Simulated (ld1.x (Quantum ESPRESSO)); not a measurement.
## How hard is this molybdenum TM potential?

ld1.x (Quantum ESPRESSO) 7.5 input, shortened:

```
&input
   title='Mo', zed=42., rel=1, dft='PZ', iswitch=3,
   config='[Kr] 4d5 5s0 5p1'
 /
 &inputp
   pseudotype=2, tm=.true., lloc=-2, rcloc=3.25,
   nlcc=.false.
 /
3
5S  1  0   0.00   0.00  2.50  2.50  0.0
5P  2  1   1.00   0.00  3.30  3.30  0.0
4D  3  2   5.00   0.00  2.05  2.05  0.0
 &test
   configts(1)='4d5 5s0 5p1'
 /
```

The pseudo-atom Hamiltonian at the reference potential is diagonalised in spherical Bessel functions j_l(qr) that vanish at 20 bohr, with q² up to the cutoff. All-electron valence levels (Ry): 5s -0.3851, 5p -0.1393, 4d -0.3821.

Question: How do the lowest levels (Ry) of each channel move with the cutoff, and are there ghosts?

Answer:

```csv
cutoff (Ry),s #1,p #1,d #1,f #1,Σ f·Δε (mRy)
8,-0.3821,-0.1394,-0.0136,0.0834,1843.1
12,-0.3845,-0.1394,-0.0871,0.0834,1475.7
21,-0.3851,-0.1395,-0.3123,0.0834,349.6
30,-0.3852,-0.1395,-0.3709,0.0834,56.4
45,-0.3853,-0.1395,-0.3821,0.0834,0.5
55,-0.3853,-0.1395,-0.3821,0.0834,0.3
400,-0.3853,-0.1395,-0.3822,0.0834,0.0
```

Result: no extra level below or beside the all-electron valence levels (s, p, d, f tested); 10 mRy is reached at 40 Ry and 1 mRy at 45 Ry.
